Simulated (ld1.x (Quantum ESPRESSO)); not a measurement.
# PBE TM dataset for Br, fully relativistic all-electron reference.

bromine, norm-conserving Troullier–Martins (Kleinman–Bylander form), made with ld1.x (Quantum ESPRESSO) 7.5 (PBE, fully relativistic). Core [Ar], reference 3d10 4s1 4p6. Waves: 4s (bound): rc 1.05 bohr; 4p (bound): rc 1.50 bohr; 3d (bound): rc 0.50 bohr. Local part: all-electron potential smoothed inside 0.65 bohr (lloc = -2). Core correction: Bessel-smoothed model core inside 0.50 bohr.

Open shells are filled in proportion to 2j + 1 (rel_dist='average').

Poles of the logarithmic derivatives, all-electron (AE) and pseudo (PS). s: poles at 2.9 (AE) and 2.9 (PS) Ry. p1/2: poles at 4.8 (AE) and 0.9 (PS) Ry. p3/2: poles at no energy (AE) and 0.5 (PS) Ry. d3/2: poles at -5.0 (AE) and -4.9 (PS) Ry. d5/2: poles at -4.9 (AE) and -4.9 (PS) Ry. Test radius 1.65 bohr.

* Ghost test: ghost state, extra bound levels that the all-electron valence spectrum of the same l lacks: s at -137.6 eV (other channels not judged); a true bound ghost makes a file unfit for plane-wave use (spherical-Bessel basis up to 400 Ry, 20 bohr box)
* Configuration tests: 1 of 7 tests not solved or not reliable
